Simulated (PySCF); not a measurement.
Compound: C6H16BNO.
Atom-mapped SMILES: `[CH3:1][O:2][C@@H:3]1[CH2:4][CH2:5][C@H:6]([BH2-:7][NH3+:8])[CH2:9]1` (hydrogens: H10, H11, H12 on C1; H13 on C3; H14, H15 on C4; H16, H17 on C5; H18 on C6; H19, H20 on B7; H21, H22, H23 on N8; H24, H25 on C9)

Computed with PySCF at PBE0/pcSseg-1, non-relativistic, on one gas-phase PBE0-D3(BJ)/def2-SVP geometry that isn't relaxed in the solvent. The solvent is an IEF-PCM continuum (van der Waals radii × 1.2). Only the electrostatic response of the medium enters.

Gas phase at PBE0/pcSseg-1: HOMO -6.63 eV, LUMO 0.17 eV, dipole 5.47 D.

Q: What does the continuum do to the energy, the frontier levels and the dipole at PBE0/pcSseg-1 in cyclohexane and acetonitrile?

A: 
```csv
solvent,ε,E(solvent) − E(gas) (kcal/mol),polarisation term (kcal/mol),distortion of the solute (kcal/mol),HOMO (eV),LUMO (eV),dipole (D)
cyclohexane,2.017,-5.57,-5.96,0.39,-6.74,0.64,6.00
acetonitrile,35.69,-14.01,-16.71,2.70,-6.94,1.21,6.87
```

The first energy column is the sum of the next two and covers electrostatics alone. From cyclohexane to acetonitrile the lowering changes by a factor 2.51, Onsager's factor (ε − 1)/(2ε + 1) by 2.37 and ε itself by 17.7.

Q: Which radius a makes the point-dipole formula ΔE = −[(ε − 1)/(2ε + 1)]·μ²/a³ give the value in acetonitrile, with the gas-phase dipole?

A: μ = 2.153 au and |ΔE| = 0.02233 Eh give a = 2.45 Å; the farthest nucleus lies 4.48 Å from the centroid of the nuclei, so such a sphere wouldn't even hold the nuclei. The formula assumes a rigid point dipole at the centre of a sphere.

Q: Which IAO charges (PBE0/pcSseg-1) respond most in acetonitrile (means over atoms taken as equivalent)?

A: 
| atoms | environment | gas (e) | solvent (e) | change |
| --- | --- | --- | --- | --- |
| H20 | B–H hydrogen | -0.039 | -0.064 | -0.025 |
| H19 | B–H hydrogen | -0.035 | -0.060 | -0.025 |
| O2 | ether oxygen | -0.390 | -0.411 | -0.021 |
| H17 | methylene hydrogen | +0.101 | +0.120 | +0.019 |
| H21/H22/H23 | N–H hydrogen | +0.291 | +0.309 | +0.018 |
| H25 | methylene hydrogen | +0.131 | +0.120 | -0.011 |
| H14 | methylene hydrogen | +0.145 | +0.138 | -0.007 |
| C1 | methoxy carbon | -0.191 | -0.198 | -0.007 |

Q: Which Mayer bond orders change most in acetonitrile?

A: 
```tsv
bond	length (Å)	gas	solvent	change
B7–N8	1.639	0.570	0.650	+0.080
B7–H20	1.231	0.989	0.969	-0.020
B7–H19	1.229	0.994	0.975	-0.019
C1–O2	1.391	0.955	0.943	-0.012
N8–H21	1.020	0.944	0.932	-0.012
O2–C3	1.409	0.896	0.885	-0.011
N8–H22	1.021	0.941	0.930	-0.011
N8–H23	1.021	0.936	0.927	-0.009
```

Q: How do the nuclear quadrupole coupling constants eQVzz/h respond in acetonitrile?

A: 
| nucleus | Q (barn) | gas (MHz) | solvent (MHz) | η gas | η solvent |
| --- | --- | --- | --- | --- | --- |
| 17O at O2 | -0.0256 | 12.04 | 11.84 | 0.98 | 0.98 |
| 11B at B7 | 0.04059 | 2.52 | 2.10 | 0.09 | 0.18 |
| 14N at N8 | 0.02044 | -2.39 | -1.95 | 0.03 | 0.01 |
